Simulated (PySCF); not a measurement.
All values below come from PySCF with PBE-D3(BJ)/def2-TZVP // BP86-D3(BJ)/def2-SVP. Isolated molecules, 0 K electronic values unless said otherwise. One relaxed conformer stands for a flexible species; it need not be the lowest. 

Reference species: [W(Cl)5(OH)] (neutral, multiplicity 1).

```json
{
  "LUMO": "-5.49 eV",
  "HOMO": "-7.49 eV"
}
```

Changed species: [W(Cl)6] (0 of 6 Cl replaced by OH; the reference has 1 of 6 Cl replaced by OH).

### Question
Give the shifts of the LUMO and HOMO.

### Answer
the LUMO falls by 0.27 eV, to -5.76 eV; the HOMO decreases by 0.36 eV, to -7.85 eV.
